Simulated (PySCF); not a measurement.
SMILES [GaH]([CH3])[F] (CH₄FGa), B3LYP/def2-SVP optimised geometry.

```
7

Ga    -0.14     0.56     0.00
H     -0.74     2.01     0.00
F      1.63     0.56     0.00
C     -0.97    -1.22     0.00
H     -1.63    -1.34    -0.87
H     -1.58    -1.36     0.91
H     -0.20    -2.01    -0.03
```

Density from B3LYP/def2-TZVP (PySCF) at that geometry.

Minimum of the electron density along straight lines between bonded atoms, close to the bond critical point (lines longer than 1.1 times the sum of covalent radii, or with two minima, are not listed):

```json
[
 {"bond": "Ga1–H2", "length / Å": "1.567", "ρ at the minimum / e bohr⁻³": "0.116", "∇²ρ there / e bohr⁻⁵": "0.13", "position (fraction from the first atom)": "0.60"},
 {"bond": "Ga1–F3", "length / Å": "1.770", "ρ at the minimum / e bohr⁻³": "0.126", "∇²ρ there / e bohr⁻⁵": "0.80", "position (fraction from the first atom)": "0.49"},
 {"bond": "Ga1–C4", "length / Å": "1.965", "ρ at the minimum / e bohr⁻³": "0.115", "∇²ρ there / e bohr⁻⁵": "0.18", "position (fraction from the first atom)": "0.48"},
 {"bond": "C4–H5", "length / Å": "1.102", "ρ at the minimum / e bohr⁻³": "0.267", "∇²ρ there / e bohr⁻⁵": "-0.87", "position (fraction from the first atom)": "0.64"},
 {"bond": "C4–H6", "length / Å": "1.102", "ρ at the minimum / e bohr⁻³": "0.267", "∇²ρ there / e bohr⁻⁵": "-0.87", "position (fraction from the first atom)": "0.64"},
 {"bond": "C4–H7", "length / Å": "1.099", "ρ at the minimum / e bohr⁻³": "0.270", "∇²ρ there / e bohr⁻⁵": "-0.90", "position (fraction from the first atom)": "0.64"}
]
```
